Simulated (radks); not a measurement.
The numbers below are computed, except where a source is named.
Spherical quantum dot in the effective-mass picture: electrons in a parabolic well V = omega^2 r^2 / 2 with omega = 4.15, with a point charge +1 (a donor) at the centre, all in effective atomic units (hartree* = m*/eps^2 hartree, bohr* = eps/m* bohr), one dielectric constant everywhere. Level of theory: non-relativistic Kohn-Sham, LDA (Slater exchange, Perdew-Wang correlation), spin-polarised, spherical densities (a radial shooting solver with Libxc functionals). Levels are named by radial order and angular momentum (1s, 1p, 1d, 2s, ...), and open shells are averaged over m. Each electron was tried in the lowest free levels, single moves between levels near the top were tried too, and the lowest total energy was kept; such a search can miss a lower state. At N = 1 the Hartree and exchange-correlation terms need not cancel, so that row can carry a self-interaction error.

N        open shells  2S  E (hartree*)  mu = E(N) - E(N-1) (hartree*)  addition energy mu(N+1) - mu(N) (hartree*)  rms radius (bohr*)
1   1s(up 1, down 0)   1       3.85332                         3.8533                                       1.707              0.5462
2               none   0       9.41380                         5.5605                                       5.779              0.5668
3   1p(up 1, down 0)   1       20.7531                         11.339                                       1.034              0.6513
4   1p(up 2, down 0)   2       33.1260                         12.373                                       1.057              0.6953
5   1p(up 3, down 0)   3       46.5559                         13.430                                       1.364              0.7248
6   1p(up 3, down 1)   2       61.3499                         14.794                                      0.9816              0.7486
7   1p(up 3, down 2)   1       77.1254                         15.776                                      0.9993              0.7680
8               none   0       93.9003                         16.775                                       4.229              0.7847
9   2s(up 1, down 0)   1       114.904                         21.004                                       1.009              0.8144
10              none   0       136.917                         22.013                                       1.069              0.8393
11  1d(up 1, down 0)   1       159.999                         23.082                                      0.8471              0.8608
12  1d(up 2, down 0)   2       183.928                         23.929                                      0.8457              0.8796
13  1d(up 3, down 0)   3       208.703                         24.775                                      0.8427              0.8964
14  1d(up 4, down 0)   4       234.321                         25.617                                      0.8386              0.9117
15  1d(up 5, down 0)   5       260.777                         26.456                                       1.055              0.9257
16  1d(up 5, down 1)   4       288.287                         27.511                                      0.8064              0.9389
17  1d(up 5, down 2)   3       316.604                         28.317                                      0.8056              0.9513
18  1d(up 5, down 3)   2       345.727                         29.123                                      0.8033              0.9629
19  1d(up 5, down 4)   1       375.653                         29.926                                      0.8000              0.9739
20              none   0       406.379                         30.726                                       3.855              0.9844
21  1f(up 1, down 0)   1       440.959                         34.581                                      0.7254              0.9992
22  1f(up 2, down 0)   2       476.266                         35.306                                      0.7237               1.013
23  1f(up 3, down 0)   3       512.295                         36.030                                      0.7215               1.026
24  1f(up 4, down 0)   4       549.047                         36.751                                      0.7190               1.038
25  1f(up 5, down 0)   5       586.517                         37.470                                           -               1.050

All shells are closed at N = 2, 8, 10, 20 (there: 1s2 1p6 1d10 2s2); the second difference of the energy has clear peaks (12 % above both neighbours; the first and last values, which can be the largest, are not judged, and half-filled shells can peak too) at N = 2, 5, 8, 15, 20.
